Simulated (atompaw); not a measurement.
Logarithmic derivatives: titanium, PAW (atompaw)

| Property | Result |
| --- | --- |
| Element | Ti |
| Generator | atompaw 4.2.0.5 |
| Type | PAW |
| Functional | PBE |
| Relativity | scalar-relativistic |
| Frozen core | [Ne] |
| Valence charge | 12 |
| Reference configuration | 3s2 3p6 3d2 4s1.75 4p0.25 |
| Partial waves | 3s (bound): rc 1.44 bohr; 4s (bound): rc 2.24 bohr; 3p (bound): rc 2.02 bohr; 4p (bound): rc 2.24 bohr; 3d (bound): rc 2.12 bohr; 3d channel at 0.35 Ry: rc 2.24 bohr |
| Local potential | ultrasoft scheme with l = 3 at -0.5 Ry, radius 2.18 bohr |
| Core correction | smooth core density matched at 1.96 bohr |
| Augmentation charge | sinc compensation charge, radius 2.18 bohr; PAW radius 2.24 bohr; waves and projectors: modrrkj vanderbiltortho |

The phase is arctan(r·u′/u) with u = r·R(r), unwrapped; energies in Ry, scanned from -7 to 5 Ry. A pole is an energy at which the radial function vanishes at the test radius. The pseudo phase is shifted by a multiple of π to meet the all-electron one at the reference energy, and phase errors are pseudo minus all-electron; the curves can meet again beyond the range given. Levels narrower than the energy grid can be missing from the lists of poles.

| channel | radius (bohr) | reference energy (Ry) | poles, all-electron | poles, pseudo | unbroken range about the reference energy with phases within 0.05 rad | phase error 1 Ry above the reference energy (rad) |
| --- | --- | --- | --- | --- | --- | --- |
| s | 2.25 | -0.34 | -4.53, 4.27 | -4.53, 4.13 | the whole range | -0.003 |
| p | 2.25 | -0.12 | -2.70 | -2.70 | the whole range | +0.002 |
| d | 2.25 | -0.34 | 0.17 | none | not even at the reference energy | +1.269 |

Phases in the d channel:

| E (Ry) | all-electron | pseudo |
| --- | --- | --- |
| -7.00 | 1.403 | 1.409 |
| -6.76 | 1.400 | 1.406 |
| -6.52 | 1.397 | 1.403 |
| -6.28 | 1.393 | 1.400 |
| -6.04 | 1.389 | 1.397 |
| -5.80 | 1.386 | 1.393 |
| -5.56 | 1.382 | 1.390 |
| -5.32 | 1.377 | 1.386 |
| -5.08 | 1.373 | 1.383 |
| -4.84 | 1.368 | 1.379 |
| -4.60 | 1.362 | 1.375 |
| -4.36 | 1.356 | 1.370 |
| -4.12 | 1.350 | 1.366 |
| -3.88 | 1.343 | 1.362 |
| -3.64 | 1.335 | 1.357 |
| -3.40 | 1.326 | 1.353 |
| -3.16 | 1.316 | 1.349 |
| -2.92 | 1.305 | 1.346 |
| -2.68 | 1.291 | 1.343 |
| -2.44 | 1.275 | 1.343 |
| -2.20 | 1.256 | 1.345 |
| -1.96 | 1.232 | 1.351 |
| -1.72 | 1.201 | 1.366 |
| -1.48 | 1.157 | 1.394 |
| -1.24 | 1.091 | 1.447 |
| -1.00 | 0.977 | 1.543 |
| -0.76 | 0.724 | -1.424 |
| -0.52 | -0.021 | -1.138 |
| -0.28 | -1.046 | -0.793 |
| -0.04 | -1.429 | -0.536 |
| 0.20 | -1.588 | -0.422 |
| 0.44 | -1.680 | -0.417 |
| 0.68 | -1.746 | -0.479 |
| 0.92 | -1.804 | -0.576 |
| 1.16 | -1.860 | -0.686 |
| 1.40 | -1.920 | -0.795 |
| 1.64 | -1.992 | -0.895 |
| 1.88 | -2.084 | -0.983 |
| 2.12 | -2.212 | -1.057 |
| 2.36 | -2.400 | -1.120 |
| 2.60 | -2.688 | -1.173 |
| 2.84 | -3.098 | -1.219 |
| 3.08 | -3.543 | -1.257 |
| 3.32 | -3.890 | -1.290 |
| 3.56 | -4.118 | -1.318 |
| 3.80 | -4.267 | -1.343 |
| 4.04 | -4.368 | -1.364 |
| 4.28 | -4.441 | -1.383 |
| 4.52 | -4.496 | -1.400 |
| 4.76 | -4.539 | -1.415 |
| 5.00 | -4.574 | -1.429 |
